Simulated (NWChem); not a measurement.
Species: C3H4OSi; SMILES C(=O)[SiH2]C#C

```xyz
9

C      0.6261    -2.7384    -0.0122
C      0.0610    -1.6602    -0.0043
Si    -0.7240    -0.0051     0.0059
C      0.6373     1.3730     0.0299
O      0.3133     2.5319    -0.0218
H      1.1196    -3.6947    -0.0194
H     -1.5651     0.1622     1.2255
H     -1.5550     0.1874    -1.2159
H      1.7233     1.0837     0.0968
```
Atoms are numbered in this order, from 1.

Computed with NWChem. STO-3G and 3-21G are far too small for this property and stand as cheap habits. Coordinates come from a PBE0/def2-SVP optimisation. GIAO values for the isolated, static molecule; σ is the absolute isotropic shielding, δ = σ(reference) − σ with the isolated reference molecule computed at the same levels (13C: tetramethylsilane, 1H: tetramethylsilane, 17O: water, 29Si: tetramethylsilane).

For level Hartree-Fock/STO-3G:

* **δ C1 (ppm)**: 93.4
* **δ C2 (ppm)**: 71.0
* **δ Si3 (ppm)**: -69.6
* **δ C4 (ppm)**: 172.8
* **δ O5 (ppm)**: 827.9
* **δ H7 (ppm)**: 2.43

### Question
Estimate the same quantities for level PBE/pcSseg-1.

### Answer
The δ C1 (ppm) is 102.3 and the δ C2 (ppm) is 80.0. The δ Si3 (ppm) is -101.8 and the δ C4 (ppm) is 240.4. The δ O5 (ppm) is 934.6 and the δ H7 (ppm) comes out as 4.24.
